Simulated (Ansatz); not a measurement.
Start from `CCCC=O` and change one atom or group to get `O=CC[SiH3]`.

Ansatz, PBE0-D4/def2-TZVP geometries, multiplicity 1. Each molecule was computed in one conformer, which needn't be the lowest.

```json
{"property": "HOMO–LUMO gap (B3LYP/def2-TZVPP) / eV", "`CCCC=O`": "6.29"}
{"property": "LUMO energy (B3LYP/def2-TZVPP) / eV", "`CCCC=O`": "-0.89"}
{"property": "HOMO–LUMO gap (ωB97M-V/def2-TZVPP) / eV", "`CCCC=O`": "11.53"}
{"property": "HOMO–LUMO gap (PBE/def2-TZVPP) / eV", "`CCCC=O`": "4.00"}
{"property": "HOMO energy (PBE0/def2-TZVPP) / eV", "`CCCC=O`": "-7.39"}
{"property": "size of the dipole moment (B3LYP/def2-TZVPP) / D", "`CCCC=O`": "2.61"}
```

(1) Give the same properties after the change, and the shifts. (An estimate is asked.)

Answers

(1) The calculation gave: 
```tsv
property	`O=CC[SiH3]`	shift
HOMO–LUMO gap (B3LYP/def2-TZVPP) / eV	6.32	0.03
LUMO energy (B3LYP/def2-TZVPP) / eV	-1.16	-0.27
HOMO–LUMO gap (ωB97M-V/def2-TZVPP) / eV	11.56	0.03
HOMO–LUMO gap (PBE/def2-TZVPP) / eV	4.02	0.02
HOMO energy (PBE0/def2-TZVPP) / eV	-7.70	-0.31
size of the dipole moment (B3LYP/def2-TZVPP) / D	2.74	0.13
```

Dipoles are sizes alone; their direction can turn.

B3LYP here is the variant with VWN-RPA as its local correlation; programs differ in this.
